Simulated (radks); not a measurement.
Task: These are the eigenvalues of the occupied orbitals of an atom or ion with whole-number occupations (Ry). Method: scalar-relativistic Kohn-Sham, PBE, spin-polarised, spherical densities, point nucleus; computed with a radial shooting solver on a logarithmic mesh with Libxc functionals.

| orbital | eigenvalue |
|---|---|
| 1s down | -711.8530 |
| 1s up | -711.8529 |
| 2s up | -97.26723 |
| 2s down | -96.92297 |
| 2p up | -85.87201 |
| 2p down | -85.61405 |
| 3s up | -20.70153 |
| 3s down | -20.09792 |
| 3p up | -17.23552 |
| 3p down | -16.63786 |
| 3d up | -11.62800 |

Which element is it, and in what charge state? The configuration may be excited. Open shells, if any, are filled with parallel spins first.

Result: Z = 30, zinc, charge +7: Zn7+ in [Ar] 3d5. The list shows which subshells hold electrons but not how many an open one holds; the 1s level, -355.93 hartree, gives Z - s = 26.7 by -(Z - s)^2/2, which with screening and relativity narrows Z to a few neighbours, and the depths of the outer levels then fix element, charge and occupations together.
